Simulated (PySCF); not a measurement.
Electron correlation in Ni (nickel, neutral)

[Ar] 3d8 4s2, high-spin 3F determinant. Computed with PySCF 2.14 in def2-TZVP (6s4p4d1f, 45 functions), with the non-relativistic Hamiltonian (point nucleus). Frozen: [Ar]; 10 electrons correlated.

MP2 pair energies summed by pair of shells (mhartree):

| pair | energy | share (%) |
| --- | --- | --- |
| 3d-3d | -209.47 | 81.4 |
| 3d-4s | -26.67 | 10.4 |
| 4s-4s | -21.06 | 8.2 |

Total MP2 correlation energy: -257.20 mhartree.

Same-spin part -91.80 and opposite-spin part -165.40 mhartree; SCS-MP2 scales them by 1/3 and 6/5 to -229.08 mhartree.
